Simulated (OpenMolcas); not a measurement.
Multiconfigurational calculation on Ru4+

Ru4+ with 4 ligands (chloride) in tetrahedral coordination (Td) at 2.25 Å. Ligand basis ANO-RCC-VDZP.

Input:

```
&GATEWAY
Coord
5

Ru 0.0 0.0 0.0
Cl 1.299038 1.299038 1.299038
Cl 1.299038 -1.299038 -1.299038
Cl -1.299038 1.299038 -1.299038
Cl -1.299038 -1.299038 1.299038
Basis=Ru.ANO-RCC-VTZP,Cl.ANO-RCC-VDZP
Group=NoSym
NoMove
AngMom=0.0 0.0 0.0
AMFI
RICD
&SEWARD
&RASSCF
FileOrb=start.orb
Symmetry=1
Spin=5
nActEl=4 0 0
Inactive=54
Ras2=5
CIRoot=5 5 1
SDav=5
CIMx=300
Iter=150 100
PrWF=0.3
OrbListing=Nothing
MaxOrb=0
LevShft=1.0
>>> COPY $Project.JobIph JOB001
&RASSCF
FileOrb=start.orb
Symmetry=1
Spin=3
nActEl=4 0 0
Inactive=54
Ras2=5
CIRoot=45 45 1
SDav=45
CIMx=300
Iter=150 100
PrWF=0.3
OrbListing=Nothing
MaxOrb=0
LevShft=1.0
>>> COPY $Project.JobIph JOB002
&RASSCF
FileOrb=start.orb
Symmetry=1
Spin=1
nActEl=4 0 0
Inactive=54
Ras2=5
CIRoot=50 50 1
SDav=50
CIMx=300
Iter=150 100
PrWF=0.3
OrbListing=Nothing
MaxOrb=0
LevShft=1.0
>>> COPY $Project.JobIph JOB003
&RASSI
NrOfJobIphs=3 5 45 50
1 2 3 4 5
1 2 3 4 5 6 7 8 9 10 11 12 13 14 15 16 17 18 19 20 21 22 23 24 25 26 27
28 29 30 31 32 33 34 35 36 37 38 39 40 41 42 43 44 45
1 2 3 4 5 6 7 8 9 10 11 12 13 14 15 16 17 18 19 20 21 22 23 24 25 26 27
28 29 30 31 32 33 34 35 36 37 38 39 40 41 42 43 44 45 46 47 48 49 50
IphNames
JOB001
JOB002
JOB003
EJob
SpinOrbit
DIPRint=1.0
SOCoupling=1000.0
Subsets=2
Property=9
'ANGMOM' 1 'ANGMOM' 2 'ANGMOM' 3 'MLTPL  1' 1 'MLTPL  1' 2 'MLTPL  1' 3
'AMFI' 1 'AMFI' 2 'AMFI' 3
SOProperty=3
'ANGMOM' 1 'ANGMOM' 2 'ANGMOM' 3
```

Launched by
```bash
OMP_NUM_THREADS=1 MOLCAS_MEM=2457 MOLCAS_PROJECT=a pymolcas a.inp > a.log  # once for each step of the input, in one work folder
```

A driver script runs the steps one by one and writes start.orb anew before each from the orbitals found so far.

Output, cut to the results:

```
--- SEWARD ---
Basis set label: RU.ANO-RCC...7S6P4D2F1G.

      Electronic valence basis set:
      ------------------
      Associated Effective Charge  44.000000 au
      Associated Actual Charge     44.000000 au
      Nuclear Model: Point charge

      Shell  nPrim  nBasis  Cartesian Spherical Contaminant
         s      21       7        X
         p      18       6        X
         d      13       4                 X
         f       6       2                 X
         g       4       1                 X
                  Relativistic Douglas-Kroll-Hess integrals:
                    - DKH order of Hamiltonian: 2
                    - DKH order of Properties : 0
                  Atomic mean-field integrals
--- RASSCF ---
Wave function specifications:
      -----------------------------

      Number of closed shell electrons         108
      Number of electrons in active shells       4
      Max number of holes in RAS1 space          0
      Max nr of electrons in RAS3 space          0
      Number of inactive orbitals               54
      Number of active orbitals                  5
      Number of secondary orbitals              81
      Spin quantum number                      2.0
      State symmetry                             1
Orbital specifications:
      -----------------------

      Symmetry species                           1
                                                 a
      Frozen orbitals                            0
      Inactive orbitals                         54
      Active orbitals                            5
      RAS1 orbitals                              0
      RAS2 orbitals                              5
      RAS3 orbitals                              0
      Secondary orbitals                        81
      Deleted orbitals                           0
      Number of basis functions                140
      Number of CSFs                             5
      Number of root(s) required                 5
      Iter CI   SX   CI       RASSCF       Energy    max ROT     max BLB   max BLB  Level Ln srch  Step   QN
          iter iter root      energy       change     param      element    value   shift minimum  type update
 Nr of preliminary CI iterations:   1
      Total energies have been shifted. Add                -6000.00 au
        1   1   11    0  -369.76981711    0.00E+00  -9.44E-02   16  93 1 -2.79E-01*  1.52   0.00    SX    NO
        2   1   12    0  -370.56101090   -7.91E-01* -5.52E-02   59  75 1  8.66E-02*  1.21   0.00    SX    NO
        3   1   12    0  -370.88244404   -3.21E-01* -4.60E-02   41  56 1  6.34E-02*  0.98   0.00    SX    NO
        4   1   12    0  -371.00065891   -1.18E-01*  2.78E-02   16  93 1  4.12E-02*  0.84   0.00    SX    NO
        5   1   12    0  -371.04338675   -4.27E-02*  2.77E-02   41  56 1  2.20E-02*  0.79   2.35    LS   YES
        6   1   13    0  -371.06419715   -2.08E-02* -2.27E-02   58  74 1 -2.42E-02*  0.74   1.37    QN   YES
        7   1   12    0  -371.07567020   -1.15E-02* -1.26E-02   18  95 1 -1.49E-02*  0.74   1.62    LS   YES
        8   1   12    0  -371.07760236   -1.93E-03* -4.22E-03   17  94 1 -2.44E-02*  0.74   1.12    QN   YES
        9   1   11    0  -371.07952162   -1.92E-03* -3.06E-03   48 132 1 -4.79E-03*  0.74   1.51    QN   YES
       10   1   10    0  -371.08013113   -6.10E-04*  1.42E-03   15 101 1 -2.57E-03*  0.74   1.21    QN   YES
       11   1   10    0  -371.08023710   -1.06E-04* -1.35E-03   16  93 1  2.19E-03*  0.74   1.66    QN   YES
       12   1   10    0  -371.08029076   -5.37E-05* -9.46E-04   48 132 1  5.69E-04*  0.74   1.44    QN   YES
       13   1    9    0  -371.08031149   -2.07E-05* -9.60E-04   15 101 1  6.18E-04*  0.74   1.70    QN   YES
       14   1    9    0  -371.08032319   -1.17E-05*  4.95E-04   18  95 1 -5.80E-04*  0.74   1.44    QN   YES
       15   1    9    0  -371.08032693   -3.74E-06*  1.79E-04   18  95 1 -2.20E-04*  0.74   1.42    QN   YES
       16   1    8    0  -371.08032793   -9.93E-07*  1.08E-04   58  69 1  6.30E-05   0.74   1.34    QN   YES
       17   1    7    0  -371.08032815   -2.22E-07* -6.41E-05   16  93 1  5.60E-05   0.74   1.42    QN   YES
       18   1    7    0  -371.08032821   -6.33E-08* -2.44E-05   17  94 1  2.72E-05   0.74   1.40    QN   YES
       19   1    6    0  -371.08032823   -1.73E-08*  1.33E-05   57  73 1  7.69E-06   0.74   1.42    QN   YES
       20   1    6    0  -371.08032823   -4.88E-09   6.88E-06   18  95 1 -7.07E-06   0.74   1.65    QN   YES
...
--- RASSI ---
SPIN-FREE ENERGIES:
  (Shifted by EMIN (a.u.) =      -6371.1047475772)

 SF State       Relative EMIN(au)   Rel lowest level(eV)    D:o, cm**(-1)

     1             0.0000000000        0.0000000000              0.0000
     2             0.0000000000        0.0000000000              0.0000
     3             0.0000000000        0.0000000000              0.0000
    51             0.0007334864        0.0199591815            160.9817
     6             0.0181612398        0.4941925108           3985.9314
     7             0.0181612398        0.4941925108           3985.9314
     8             0.0181612398        0.4941925108           3985.9314
     9             0.0282822853        0.7696001882           6207.2441
    10             0.0282822853        0.7696001882           6207.2441
    11             0.0282822853        0.7696001882           6207.2441
    52             0.0409130182        1.1132999396           8979.3696
    53             0.0409130182        1.1132999396           8979.3696
    54             0.0409130182        1.1132999396           8979.3696
    12             0.0595997795        1.6217926206          13080.6396
    13             0.0595997795        1.6217926206          13080.6396
     4             0.0610483571        1.6612104240          13398.5657
     5             0.0610483571        1.6612104240          13398.5657
    16             0.0614177978        1.6712634174          13479.6485
    14             0.0614177978        1.6712634174          13479.6485
    15             0.0614177978        1.6712634174          13479.6485
    18             0.0627746473        1.7081851745          13777.4426
    17             0.0627746473        1.7081851745          13777.4426
    19             0.0627746473        1.7081851745          13777.4426
    55             0.0666927289        1.8148016053          14637.3621
    56             0.0666927289        1.8148016053          14637.3621
...
```

Spin-orbit levels above the lowest (labels of Td):

```csv
E (cm-1),Degeneracy,2S+1
0.0,1,5 (49 %)
641.4,3,5
854.9,3,5
1184,1,1 (54 %)
1195,2,5
1313,3,5
1594,3,5
5345,3,3
5411,2,3
5601,3,3
5796,1,3 (78 %)
6946,1,3
7266,3,3
7585,3,3
7837,2,3
10056,3,1 (86 %)
13933,1,5 (58 %)
14068,2,5 (52 %)
14082,3,3 (79 %)
14119,3,5 (65 %)
```

Spin-orbit coupling mixes the spin-free states strongly: the lowest level takes only 48 % from its leading state, 5T2. Without dynamic correlation the repulsion within the d shell is too large (B by tens of per cent), so at a given field states of lower spin stand too high. This shell can be high or low spin here, a state of another spin lies low, and with metal d orbitals alone active their balance is uncertain, so the ground spin may be wrong. The least metal-like active orbital is 66 % on the metal (Löwdin) and no ligand orbital is active, so the numbers are rough, and ground spin, moment and any spin crossover can be artefacts of this space; highly charged d ions in such sites are as a rule low spin. With metal d orbitals alone the field can be off either way by tens of per cent. Ligand-to-metal charge-transfer states are missing. With no ligand orbital active B as a rule stays too high, so bands that hang on it stand too high and its fall with covalency is understated. No measured value stands beside these numbers; the geometry was imposed, not optimised, and the real ion may take another.

The RASSCF and RASSI steps took 110 s on 1 thread of Arm Neoverse V1 (shared host); the integral step is not counted.
